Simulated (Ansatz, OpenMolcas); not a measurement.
**Exact exchange and the HOMO–LUMO gap of HfF4**

HfF4 has 5 atoms, charge 0, and is taken as a singlet. SMILES: `F[Hf](F)(F)F`. The shape is that of a PBE0-D4/def2-TZVP optimisation.

The HOMO–LUMO gap y, in eV, basis def2-SVP with a core potential; a is the functional's share of exact exchange. Programs: Ansatz 0.2.0, OpenMolcas 26.06.

| functional | program | a | y (eV) |
| --- | --- | --- | --- |
| r2SCAN | Ansatz | 0 | 9.21 |
| TPSS | OpenMolcas | 0 | 8.73 |
| B3LYP | Ansatz | 0.2 | 10.48 |
| PBE0 | Ansatz | 0.25 | ? |
| BHLYP | Ansatz | 0.5 | 13.72 |

Task: Fit y = c + s·a to the known rows and predict PBE0.

Result: 
1. Means of the 4 rows: a = 0.1750, y = 10.535.
2. Σ(Δa)² = 0.1675, Σ(Δa·Δy) = 1.5815, so the slope is 1.5815/0.1675 = 9.4418.
3. Intercept: 10.535 − (9.4418) × 0.1750 = 8.883. The largest residual of the fit is 0.33.
4. PBE0: 8.883 + (9.4418) × 0.25 = 11.24 eV.

The run gave 11.23 eV, so the prediction is off by +0.01 eV, within the largest residual. Exact exchange lowers occupied levels and raises empty ones. The rows mix families of semi-local functionals, which the line can't see.
